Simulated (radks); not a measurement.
Gd24+, 40 electrons, occupied as [Kr] 4d4. Method: Dirac Kohn-Sham, PBEsol, spin-unpolarised, spherical densities, finite nucleus; open shells fill j = l - 1/2 first; Fermi nuclear charge, rms radius 5.1569 fm; computed with a radial shooting solver on a logarithmic mesh with Libxc functionals.

Spin-orbit splittings of the eigenvalues, e(l+1/2) - e(l-1/2), with zeta = 2 splitting/(2l+1) and mean radii in bohr:

shell  occ.  splitting (eV)  zeta (eV)  <r> j=l-1/2  <r> j=l+1/2
2p        6           695.6      463.7      0.07746      0.08429
3p        6           144.6      96.43       0.2322       0.2449
3d       10           31.67      12.67       0.2167       0.2207
4p        6           39.37      26.24       0.5193       0.5403
4d        4           8.115      3.246       0.5419       0.5480
5p        0           14.93      9.955       0.9532       0.9819
